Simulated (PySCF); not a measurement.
Shifts of the heteroatoms

Atoms are numbered as in `[CH3:1][O:2][SiH2:3][O:4]/[C:5](=[CH:6]/[F:7])[O:8][CH3:9]`; H(Xn) means a hydrogen on atom n.

How the numbers were obtained: geometry from GFN2-xTB, PBE0/pcSseg-1 with gauge-including orbitals, in PySCF 2.14.0 with density-fitted response routines (relativity neglected, one averaged value for each set of equivalent atoms, isolated molecule, one computed conformer).

Question: Predict the ¹⁹F NMR data.

Answer: 
```json
{"atoms": "F7", "environment": "vinylic fluorine", "σ (ppm)": "403.1", "δ (ppm)": "-217.8"}
```

Shieldings were converted by a linear fit to measured shifts: ¹⁹F: δ = 146.13 − 0.903σ +14.6 on sp3 carbon (rms 6.0 ppm, 223 shifts, 7.0 ppm with the 5 outliers that the fit left out vs CFCl3, solution or neat liquid). A few per cent of atoms miss by over 2 rms, more outside the fitted compound classes.

On a 300 MHz spectrometer ¹⁹F resonates near 282.3 MHz, so 1 ppm is 282.3 Hz.

Question: What are the ²⁹Si shifts?

Answer: 
```json
{"atoms": "Si3", "environment": "silicon bonded to 2 O, 2 H", "σ (ppm)": "387.1", "δ (ppm)": "-38.2"}
```

Shieldings were converted by a linear fit to measured shifts: ²⁹Si: δ = 279.94 − 0.822σ (rms 8.9 ppm, 72 shifts, 25.8 ppm with the 6 outliers that the fit left out vs TMS, solution or neat liquid). A few per cent of atoms miss by over 2 rms, more outside the fitted compound classes.

On a 500 MHz spectrometer ²⁹Si resonates near 99.3 MHz, so 1 ppm is 99.3 Hz.

Question: What are the ¹⁷O shifts?

Answer: 
```tsv
atoms	environment	σ (ppm)	δ (ppm)
O8	ether oxygen	227.6	59.4
O4	oxygen bonded to C, Si	232.1	55.3
O2	oxygen bonded to C, Si	315.8	-21.0
```

Shieldings were converted by a linear fit to measured shifts: ¹⁷O (scatter 10.7 ppm rms, 12.2 ppm with the 3 outliers that the fit left out vs liquid water, solution or neat liquid). Occasional misses reach two or three times the rms, and more in compound classes unlike the fitted ones.

On a 400 MHz spectrometer ¹⁷O resonates near 54.2 MHz, so 1 ppm is 54.2 Hz.
